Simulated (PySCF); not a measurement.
An unknown is described by computed data only.

Formula: C2H8Cl2O2Si3.

- NMR, other nuclei: isotropic shieldings of nuclei other than C and H, by class: 227 (1 O), 277 (1 O), 361 (1 Si), 377 (1 Si), 390 (1 Si), 584 (1 Cl), 661 (1 Cl) ppm [GIAO PBE0/pcSseg-1]
- Dipole: 2.35 D [PBE0/pcSseg-1]
- Rotational structure: rotational constants A, B, C: 1.339, 0.390, 0.384 GHz [GFN2-xTB]
- 1H NMR: chemical shifts (computed TMS as zero) by class: 6.38 (1 H), 5.87 (1 H), 5.48 (1 H), 5.20 (3 H), 5.20 (1 H), 2.84 (1 H) ppm [GIAO PBE0/pcSseg-1]
- 13C NMR: chemical shifts (computed TMS as zero) by class: 85.4 (1 C), 57.1 (1 C) ppm [GIAO PBE0/pcSseg-1]

Gas-phase values; electronic properties from PySCF, density fitting. Levels stand in brackets. Geometry: GFN2-xTB, one conformer, isolated molecule. Each NMR value is the plain mean over a class of atoms that symmetry, rotation or inversion makes alike.

Task: Propose a structure and show how it fits.

Result: Numbering: `[SiH3:1][O:2][Si@@H:3]1[O:4][SiH2:5][C@H:6]1[CH:7]([Cl:8])[Cl:9]`. Its formula, C2H8Cl2O2Si3, gives 1 degree of unsaturation: 1 ring and 0 π bonds in the structure found. 2 carbons fall into 2 classes; from least to most shielded: CHCl2 carbon [C7] (85.4 ppm), ring sp3 carbon bound to silicon [C6] (57.1 ppm). Hydrogen classes from least to most shielded: 1 H on a CHCl2 carbon, C7 (6.38 ppm), 1 H on an oxygen-bound silicon, Si5 (5.87 ppm), 1 H on an oxygen-bound silicon, Si5 (5.48 ppm), 3 H on an oxygen-bound silicon, Si1 (5.20 ppm), 1 H on an oxygen-bound silicon, Si3 (5.20 ppm), 1 H on an sp3 carbon bound to silicon, C6 (2.84 ppm). The other shieldings belong to: 227 ppm, siloxane oxygen [O4]; 277 ppm, siloxane oxygen [O2]; 361 ppm, oxygen-bound silicon [Si5]; 377 ppm, oxygen-bound silicon [Si3]; 390 ppm, oxygen-bound silicon [Si1]; 584 ppm, alkyl chlorine [Cl8]; 661 ppm, alkyl chlorine [Cl9]. The optimised geometry has point group C1 and is an asymmetric top. Structure: `[SiH2]1[C@H]([Si@@H](O1)O[SiH3])C(Cl)Cl`. The assignments are read from this structure; whether some other isomer fits the data as well wasn't checked. The mirror image fits equally. NMR values of atoms bound to several Cl lack the spin–orbit term that these neighbours bring.

Shape of the structure used: `[SiH3:1][O:2][Si@@H:3]1[O:4][SiH2:5][C@H:6]1[CH:7]([Cl:8])[Cl:9]`: Si1–O2–Si3–O4 15°, Si5–C6–C7–Cl8 -68°.
